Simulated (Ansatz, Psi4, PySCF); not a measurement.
CF$_{3}$O$_{3}$S (SMILES O=S(=O)([O-])C(F)(F)F), charge -1, singlet, at a GFN2-xTB geometry. Base run: CCSD(T)/STO-3G in PySCF.

Here is a job for PySCF.
```python
from pyscf import gto, scf, cc

mol = gto.M(
    atom='''
O     1.437599   -0.318940    1.171135
S     0.923575   -0.035914   -0.150496
O     1.201674    1.288408   -0.660270
O     1.035101   -1.112348   -1.109604
C    -0.928928    0.036122    0.151369
F    -1.262751    0.991986    1.033294
F    -1.409248   -1.119420    0.638116
F    -1.616738    0.294203   -0.972561
''',
    basis='sto-3g',
    charge=-1,
    spin=0,
    verbose=4,
)

mf = scf.RHF(mol)
mf.kernel()

mycc = cc.CCSD(mf)
mycc.kernel()
et = mycc.ccsd_t()
print('E(CCSD(T)) = %.10f' % (mycc.e_tot + et))
```

The same geometry, method and basis name were run in Ansatz (a first-principles code) and Psi4 and PySCF, at each program's defaults and at the settings that a row names. The base is PySCF at its defaults. Differences at the defaults can come from grids, fitting, cores and function types together.

```
code and settings                                                                 ΔE vs base (µEh)  basis functions      E (Eh)  SCF cycles
--------------------------------------------------------------------------------  ----------------  ---------------  ----------  ----------
PySCF, defaults (exact integrals, spherical functions, all electrons correlated)               0.0               44  -945.93572           9
Psi4, defaults (exact integrals, spherical functions, all electrons correlated)                0.0               44  -945.93572          11
Ansatz, defaults (factorised integrals, spherical functions, frozen core)                     1838               44  -945.93388           -
PySCF, frozen core                                                                            1815               44  -945.93390           9
Psi4, exact integrals, spherical functions, frozen core                                       1815               44  -945.93390          11
Ansatz, high accuracy, frozen core                                                            1815               44  -945.93391           -
```
